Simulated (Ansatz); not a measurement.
Basis-set extrapolation for C2H3FOSi, SMILES `FC1=C[SiH2]O1` (PBE0-D4/def2-TZVP geometry, frozen core, Ansatz). Multiplicity 1, RHF reference.

```tsv
	def2-TZVPP	def2-QZVPP
HF	-540.820161	-540.840552
MP2 correlation	-0.903871	-0.975774
CCSD(T) correlation	-0.962555	not run
```

Energies in hartree. Use E(X) = E(∞) + A·exp(−7.88·√X) for Hartree–Fock and E(X) = E(∞) + B·X^(−2.97) for correlation, with X = 3 and 4, and add CCSD(T) minus MP2 of the smaller set to the MP2 limit.

**Question.** What is the CCSD(T) energy at the basis-set limit?

**Answer.** HF limit: -540.840552 + (-0.020391) × 0.13774 = -540.84336. MP2 limit: -0.975774 + (-0.071903) × 0.74074 = -1.02904. Higher-order term: -0.962555 − (-0.903871) = -0.05868. Total: -541.93108 hartree, 389.5 kJ/mol below CCSD(T)/def2-TZVPP.
